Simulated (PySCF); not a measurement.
**Spin–spin coupling constants**

Molfile (atoms numbered from 1):
```
C3H12AsGa
     RDKit          3D

 17 16  0  0  0  0  0  0  0  0999 V2000
    2.3533    0.2349   -0.0681 C   0  0  0  0  0  0  0  0  0  0  0  0
    1.2958   -0.7549    0.4064 C   0  0  0  0  0  0  0  0  0  0  0  0
   -0.4426   -0.7019   -0.5701 Ga  0  0  1  0  0  4  0  0  0  0  0  0
   -2.0613   -1.4967    0.2638 C   0  0  0  0  0  0  0  0  0  0  0  0
   -0.9906    1.9141   -0.1173 As  0  0  0  0  0  4  0  0  0  0  0  0
    2.0362    1.2823    0.0805 H   0  0  0  0  0  0  0  0  0  0  0  0
    2.5619    0.1227   -1.1445 H   0  0  0  0  0  0  0  0  0  0  0  0
    3.3142    0.1217    0.4630 H   0  0  0  0  0  0  0  0  0  0  0  0
    1.1036   -0.6356    1.4870 H   0  0  0  0  0  0  0  0  0  0  0  0
    1.6737   -1.7877    0.2927 H   0  0  0  0  0  0  0  0  0  0  0  0
   -0.4068   -0.5252   -2.1484 H   0  0  0  0  0  0  0  0  0  0  0  0
   -1.9979   -2.5952    0.1845 H   0  0  0  0  0  0  0  0  0  0  0  0
   -2.9899   -1.1885   -0.2406 H   0  0  0  0  0  0  0  0  0  0  0  0
   -2.1461   -1.2540    1.3348 H   0  0  0  0  0  0  0  0  0  0  0  0
   -0.8350    2.5156    1.2645 H   0  0  0  0  0  0  0  0  0  0  0  0
   -0.2534    3.0091   -0.8575 H   0  0  0  0  0  0  0  0  0  0  0  0
   -2.3827    2.4523   -0.3731 H   0  0  0  0  0  0  0  0  0  0  0  0
  1  2  1  0
  2  3  1  0
  3  4  1  0
  3  5  1  0
  1  6  1  0
  1  7  1  0
  1  8  1  0
  2  9  1  0
  2 10  1  0
  3 11  1  6
  4 12  1  0
  4 13  1  0
  4 14  1  0
  5 15  1  0
  5 16  1  0
  5 17  1  0
M  CHG  2   3  -1   5   1
M  END
```

Indirect spin–spin couplings were computed at B3LYP/pcJ-1 (pcSseg-1 on As, pcSseg-1 on Ga) (without the spin–dipole term) (PySCF 2.14) on a PBE0-D3(BJ)/def2-SVP structure, for the isolated molecule, without vibrational or relativistic corrections. Couplings are averaged over pairs made equivalent by symmetry, fast rotation or ring inversion, so a value needn't be that of the named pair in this geometry, while other rotamers aren't included; one pair stands for each set, and the list holds a selection of those of at least 0.8 Hz over up to four bonds.

Isotopes: ¹³C, ¹H.

```json
{"pair": "C1, C2", "bonds": "1", "J (Hz)": "36.1"}
{"pair": "C1, H6", "bonds": "1", "J (Hz)": "?"}
{"pair": "C2, H9", "bonds": "1", "J (Hz)": "?"}
{"pair": "C2, H10", "bonds": "1", "J (Hz)": "125.9"}
{"pair": "C4, H12", "bonds": "1", "J (Hz)": "130.7"}
{"pair": "C1, H10", "bonds": "2", "J (Hz)": "-4.1"}
{"pair": "C2, C4", "bonds": "2", "J (Hz)": "6.9"}
{"pair": "C2, H6", "bonds": "2", "J (Hz)": "?"}
{"pair": "C2, H11", "bonds": "2", "J (Hz)": "?"}
{"pair": "C4, H11", "bonds": "2", "J (Hz)": "?"}
{"pair": "H6, H7", "bonds": "2", "J (Hz)": "-13.6"}
{"pair": "H9, H10", "bonds": "2", "J (Hz)": "-14.7"}
{"pair": "H12, H13", "bonds": "2", "J (Hz)": "-13.2"}
{"pair": "H15, H16", "bonds": "2", "J (Hz)": "?"}
{"pair": "C1, C4", "bonds": "3", "J (Hz)": "3.0"}
{"pair": "C2, H12", "bonds": "3", "J (Hz)": "1.2"}
{"pair": "C2, H15", "bonds": "3", "J (Hz)": "1.2"}
{"pair": "C4, H10", "bonds": "3", "J (Hz)": "-0.9"}
{"pair": "C4, H15", "bonds": "3", "J (Hz)": "?"}
{"pair": "H6, H9", "bonds": "3", "J (Hz)": "9.4"}
{"pair": "H6, H10", "bonds": "3", "J (Hz)": "9.7"}
{"pair": "H9, H11", "bonds": "3", "J (Hz)": "3.8"}
{"pair": "H10, H11", "bonds": "3", "J (Hz)": "?"}
{"pair": "H11, H12", "bonds": "3", "J (Hz)": "1.2"}
{"pair": "H11, H15", "bonds": "3", "J (Hz)": "3.2"}
{"pair": "C4, H7", "bonds": "4", "J (Hz)": "0.9"}
```

Question: Estimate the withheld couplings, with signs.

Answer: 
- ¹J(C1,H6) = 130.7 Hz (bond length 1.104 Å, sp3 carbon)
- ¹J(C2,H9) = 130.0 Hz (bond length 1.104 Å, sp3 carbon)
- ²J(C2,H6) = -2.6 Hz (mean over equivalent pairs that range from -3.5 to -1.6 Hz in this conformer)
- ²J(C2,H11) = 14.6 Hz (angle at Ga3 118°)
- ²J(C4,H11) = 16.2 Hz (angle at Ga3 119°)
- ²J(H15,H16) = -9.9 Hz
- ³J(C4,H15) = 1.6 Hz (mean over equivalent pairs that range from -0.6 to 5.6 Hz in this conformer)
- ³J(H10,H11) = -2.3 Hz (dihedral angle 81°)

Relativistic effects of the heavier atoms present are left out.
